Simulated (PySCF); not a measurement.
**C$_{4}$H$_{12}$AsBO**

Geometry:
| atom | x (Å) | y (Å) | z (Å) |
| --- | --- | --- | --- |
| C1 | -0.293 | 1.518 | 1.430 |
| B2 | 0.208 | 0.172 | 0.673 |
| As3 | -2.579 | -2.005 | -0.498 |
| C4 | 0.396 | 0.313 | -0.959 |
| C5 | 1.890 | 0.039 | -1.200 |
| C6 | 2.451 | -0.116 | 0.162 |
| O7 | 1.681 | -0.076 | 1.114 |
| H8 | 0.300 | 2.387 | 1.152 |
| H9 | -0.249 | 1.421 | 2.512 |
| H10 | -1.326 | 1.726 | 1.164 |
| H11 | -0.383 | -0.805 | 1.040 |
| H12 | -3.926 | -2.294 | -1.094 |
| H13 | -3.141 | -2.280 | 0.855 |
| H14 | -2.961 | -0.573 | -0.361 |
| H15 | -0.218 | -0.395 | -1.519 |
| H16 | 0.136 | 1.307 | -1.321 |
| H17 | 2.072 | -0.884 | -1.757 |
| H18 | 2.414 | 0.834 | -1.736 |
| H19 | 3.516 | -0.280 | 0.337 |

Method: GIAO KT3/pcSseg-1 magnetisability, rotational g tensor and spin-rotation constants, non-relativistic, gas phase in PySCF. Geometry: GFN2-xTB.

The bonding changed while the geometry was optimised; results refer to the coordinates, not to the name. The calculation is non-relativistic, which matters for the atoms heavier than Zn.

Q: Give the nuclear spin-rotation constants along the inertial axes (H = +C I·J) beside the isotropic shieldings.

A: Rotational constants 2.7021, 0.5761, 0.5272 GHz. A star marks the isotopologue with that one atom substituted, in its own axes.
| atom | isotope | Caa (kHz) | Cbb (kHz) | Ccc (kHz) | mean (kHz) | σ (ppm) |
| --- | --- | --- | --- | --- | --- | --- |
| B2 | 11B | 0.549 | 0.132 | 0.113 | 0.265 | 94.2 |
| As3 | 75As | 2.601 | 0.595 | 0.506 | 1.234 | 1939.2 |
| H8 | 1H | -0.081 | -0.062 | -0.039 | -0.060 | 32.2 |
| H9 | 1H | -0.300 | -0.019 | -0.025 | -0.115 | 31.1 |
| H10 | 1H | -0.097 | -0.053 | -0.038 | -0.063 | 31.5 |
| H11 | 1H | 0.026 | -0.049 | -0.020 | -0.014 | 27.7 |
| H12 | 1H | 0.005 | -0.059 | -0.046 | -0.034 | 30.0 |
| H13 | 1H | -0.261 | -0.020 | -0.031 | -0.104 | 29.9 |
| H14 | 1H | -0.262 | -0.029 | -0.024 | -0.105 | 30.1 |
| H15 | 1H | 0.013 | -0.045 | -0.056 | -0.029 | 30.1 |
| H16 | 1H | -0.300 | -0.061 | 0.009 | -0.117 | 31.3 |
| H17 | 1H | -0.267 | 0.009 | -0.048 | -0.102 | 28.6 |
| H18 | 1H | -0.124 | -0.058 | -0.013 | -0.065 | 28.4 |
| H19 | 1H | 0.101 | -0.036 | -0.028 | 0.012 | 22.9 |
| C1 | 13C* | 0.383 | 0.076 | 0.074 | 0.178 | 172.3 |
| C4 | 13C* | 0.405 | 0.076 | 0.075 | 0.185 | 170.5 |
| C5 | 13C* | 0.491 | 0.125 | 0.087 | 0.234 | 138.0 |
| C6 | 13C* | 1.191 | 0.252 | 0.202 | 0.548 | -16.7 |
| O7 | 17O* | -1.251 | -0.324 | -0.201 | -0.592 | -176.1 |

For the geometry as given, no vibrational averaging.

Q: How do the rotational constants and the g tensor change when H8, H9, H10, H11, H12, H13, H14, H15, H16, H17, H18, H19 are replaced by deuterium?

A: Constants 2.1615, 0.5269, 0.4768 GHz; g -0.0118, -0.0020, -0.0003, against -0.0147, -0.0022, -0.0003 before.
